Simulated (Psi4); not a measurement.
C2H3N3 (SMILES c1nc[nH]n1), singlet, geometry from GFN2-xTB. Base run: B3LYP/cc-pVDZ (Psi4).

Input for Psi4:
```
memory 2 GB

molecule mol {
0 1
  C     1.119237   -0.032724   -0.006975
  N     0.422048    1.122490    0.014176
  C    -0.824876    0.727488    0.015557
  N    -0.876411   -0.618528   -0.004078
  N     0.368888   -1.107154   -0.018536
  H     2.188396   -0.069920   -0.013726
  H    -1.685790    1.363166    0.029964
  H    -1.670450   -1.239476   -0.008669
}

set basis cc-pvdz
set reference rks

energy('b3lyp')
print_variables()
```

Variants of this job, named by their change:

```json
[
 {"change": "base", "ΔE vs base (µEh)": "0.0", "SCF cycles": "9", "grid points": "170362", "basis functions": "85"},
 {"change": "d_convergence = 1e-8", "ΔE vs base (µEh)": "0.0", "SCF cycles": "13", "grid points": "170362", "basis functions": "85"},
 {"change": "level_shift = 1.0", "ΔE vs base (µEh)": "0.0", "SCF cycles": "9", "grid points": "170362", "basis functions": "85"},
 {"change": "guess = modhuckel", "ΔE vs base (µEh)": "0.0", "SCF cycles": "11", "grid points": "170362", "basis functions": "85"},
 {"change": "d_convergence = 1e-10", "ΔE vs base (µEh)": "0.0", "SCF cycles": "15", "grid points": "170362", "basis functions": "85"},
 {"change": "dft_nuclear_scheme = stratmann", "ΔE vs base (µEh)": "3.4", "SCF cycles": "9", "grid points": "157443", "basis functions": "85"},
 {"change": "dft_spherical_points = 590", "ΔE vs base (µEh)": "0.3", "SCF cycles": "9", "grid points": "332486", "basis functions": "85"},
 {"change": "puream = true", "ΔE vs base (µEh)": "0.0", "SCF cycles": "9", "grid points": "170362", "basis functions": "85"},
 {"change": "scf_type = cd", "ΔE vs base (µEh)": "-195", "SCF cycles": "9", "grid points": "170362", "basis functions": "85"},
 {"change": "scf_type = out_of_core", "ΔE vs base (µEh)": "-5.3", "SCF cycles": "9", "grid points": "170362", "basis functions": "85"},
 {"change": "scf_type = mem_df", "ΔE vs base (µEh)": "0.0", "SCF cycles": "9", "grid points": "170362", "basis functions": "85"},
 {"change": "guess = sadno", "ΔE vs base (µEh)": "0.0", "SCF cycles": "11", "grid points": "170362", "basis functions": "85"},
 {"change": "dft_pruning_scheme = robust", "ΔE vs base (µEh)": "0.0", "SCF cycles": "9", "grid points": "116540", "basis functions": "85"}
]
```
